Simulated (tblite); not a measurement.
C2H12SSi4.
Geometry (GFN2-xTB, Å), atoms numbered from 1 in this order:
```xyz
19
C2H12SSi4 angstrom
C     -2.5430   -0.4476   -0.9181
C     -2.0836    0.1291    0.1821
Si    -0.4402   -0.2861    1.0103
Si    -0.6575   -1.7762    2.7679
S      0.8661   -1.2131   -0.4534
Si     1.2746    0.3058   -1.9297
Si     2.7371    1.9145   -1.1491
H     -3.5045   -0.2085   -1.3467
H     -1.9637   -1.1896   -1.4454
H     -2.7036    0.8653    0.6807
H      0.1990    1.0046    1.3145
H      0.6085   -2.0278    3.4573
H     -1.2117   -3.0690    2.3644
H     -1.5753   -1.1987    3.7557
H     -0.0338    0.8188   -2.3421
H      1.7835   -0.5268   -3.0155
H      2.3716    2.4409    0.1706
H      2.7554    3.0517   -2.0725
H      4.1114    1.4217   -1.0383
```

Computed values, GFN2-xTB/tblite, gas phase, harmonic and unscaled. Errors from tens to a few hundred cm⁻¹ against measured bands are possible. Modes of hydrogen on silicon can be 10 to 20 % off. One conformer, not necessarily the lowest. The optimisation stopped once no atom felt more than 0.01 eV/Å.

Lowest wavenumbers of the output (negative numbers stand for imaginary wavenumbers):
```
mode    cm-1
  1     -23.8
  2      17.9
  3      21.5
  4      39.9
  5      70.4
  6      78.6
  7      94.0
  8     123.1
```

Q: Is this structure a minimum?

A: Not by this Hessian. 1 mode is imaginary beyond 20i (24i cm⁻¹), so at this level the point lies at or near a first-order saddle. The curvature is small, so loose convergence or finite differences may be the whole cause.

Q: Which atoms move in the imaginary mode?

A: 24i: H17 (Si–H hydrogen) 35 %, H19 (Si–H hydrogen) 32 %, H18 (Si–H hydrogen) 29 %. These are shares of the mass-weighted motion.

Q: What is the remedy?

A: Step along that mode in both directions, optimise again with tighter thresholds and repeat the frequencies. The zero-point energy of this point (72.9 kcal/mol) counts the 50 real modes alone, and thermal corrections from it aren't those of a minimum.
